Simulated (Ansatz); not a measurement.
The cluster GaSb₂⁻. The state is a quintet with charge -1. Geometry B3LYP-D4/def2-TZVPD; atoms count from 1.

```xyz
3

Ga    1.316   -1.061    0.256
Sb   -1.402   -0.164    0.818
Sb    0.086    1.225   -1.074
```

In the def2 sets Sb takes a core potential; there is no spin–orbit coupling. The highest occupied level of the charge -1 quintet lies above zero (up to 0.69 eV). It is a level of α spin, whose loss leaves a quartet; that state wasn't run at this geometry and level. The electron is either unbound and held by the finite basis, or the level is raised by self-interaction error. At PBE0-D4/def2-TZVPD a singlet of charge -1 lies 2.21 eV below the quintet, each at its own geometry. The structure comes from a short search, and lower isomers may exist.

**Question.** Estimate the Mulliken populations from the PBE0/def2-TZVPD orbitals of Ansatz.

**Answer.** 
| atom | charge (e) | spin (α − β) |
| --- | --- | --- |
| Ga1 | -0.39 | 1.58 |
| Sb2 | -0.30 | 1.21 |
| Sb3 | -0.30 | 1.21 |
Mulliken values and Mayer orders depend strongly on the basis. With diffuse functions, as here, like atoms can get unlike values, and bond orders can come out too low or too high.

**Question.** Where does the spin sit?

**Answer.** Summed by element: Ga 1.58, Sb 2.42, of 4 unpaired in all. Largest on single atoms: Ga1 1.58, Sb2 1.21, Sb3 1.21.

**Question.** And the Mayer bond orders between bonded heavy atoms (over 0.3)?

**Answer.** Ga1–Sb2 0.77 (2.92 Å); Ga1–Sb3 0.77 (2.92 Å); Sb2–Sb3 1.43 (2.78 Å).
